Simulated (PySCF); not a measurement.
**Electronic absorption of C7H7NO**

Compound: C7H7NO.
Bonds: C1–C2, C2–O3 (double), C2–C4, C4–C5 (aromatic), C5–C6 (aromatic), C6–C7 (aromatic), C7–N8 (aromatic), N8–C9 (aromatic), C4–C9 (aromatic). Hydrogens: H10, H11, H12 on C1; H13 on C5; H14 on C6; H15 on C7; H16 on C9.

Method: TDDFT CAM-B3LYP/def2-SVPD, vertical, gas phase, core orbitals frozen in the response (PySCF 2.14.0, density-fitted response routines). The structure is a single PBE0-D3(BJ)/def2-SVP conformer in the gas phase; no vibrational or solvent corrections. Torsions of this conformer, `[CH3:1][C:2](=[O:3])[c:4]1[cH:5][cH:6][cH:7][n:8][cH:9]1`: C1–C2–C4–C5 -179°.

| state | E (eV) | ν̃ (cm⁻¹) | f | main configurations (H = HOMO, L = LUMO) |
| --- | --- | --- | --- | --- |
| S1 | 3.97 | 32030 | 0.0000 | H→L (70%), H-2→L (18%) |
| S2 | 4.76 | 38370 | 0.0009 | H-2→L (69%), H→L (22%) |
| S3 | 5.13 | 41400 | 0.0032 | H→L+1 (63%), H-2→L+1 (34%) |
| S4 | 5.31 | 42800 | 0.094 | H-1→L (54%), H-1→L+1 (20%), H-3→L (17%) |
| S5 | 5.69 | 45920 | 0.167 | H-3→L (42%), H-1→L (36%), H-1→L+1 (18%) |
| S6 | 6.38 | 51490 | 0.0002 | H-2→L+1 (62%), H→L+1 (33%) |
| S7 | 6.68 | 53910 | 0.262 | H-1→L+1 (57%), H-3→L (37%) |
| S8 | 7.13 | 57480 | 0.388 | H-3→L+1 (79%) |
| S9 | 7.23 | 58350 | 0.0020 | H→L+4 (55%), H-5→L (20%), H-2→L (8%) |
| S10 | 7.40 | 59660 | 0.0073 | H→L+2 (79%) |

Triplets (Tamm–Dancoff): T1 3.49 eV, H→L (61%), H-2→L (23%); T2 3.83 eV, H-1→L (74%), H-3→L (9%); T3 4.31 eV, H-2→L (30%), H→L+1 (26%), H-2→L+1 (17%); T4 4.61 eV, H-3→L+1 (29%), H-1→L+1 (25%), H-3→L (24%).

The lowest singlet comes at 312 nm (383 kJ/mol) in the ultraviolet; it is dark (f under 0.0005); its leading configuration is HOMO→LUMO (70%). The strongest level in the table is S8 at 7.13 eV (174 nm, f = 0.388). Löwdin shares by element: HOMO oxygen 35%, nitrogen 29%, carbon 15% or more (atoms not listed hold the other 22%); LUMO carbon 45% or more, oxygen 16% (atoms not listed hold the other 39%). The oscillator strengths of these states sum to 0.926; summed over the whole spectrum of an exact calculation they would give the number of electrons, 64 (Thomas–Reiche–Kuhn). The listed states span 3.42 eV, and the widest gap between neighbours is 0.79 eV (S1 to S2). Weighted by f, the mean energy of these states is 6.55 eV. The vertical ionisation energy (ΔSCF) is 9.78 eV, 2.39 eV above S10. Singlets were solved by full linear response, triplets in the Tamm–Dancoff approximation.
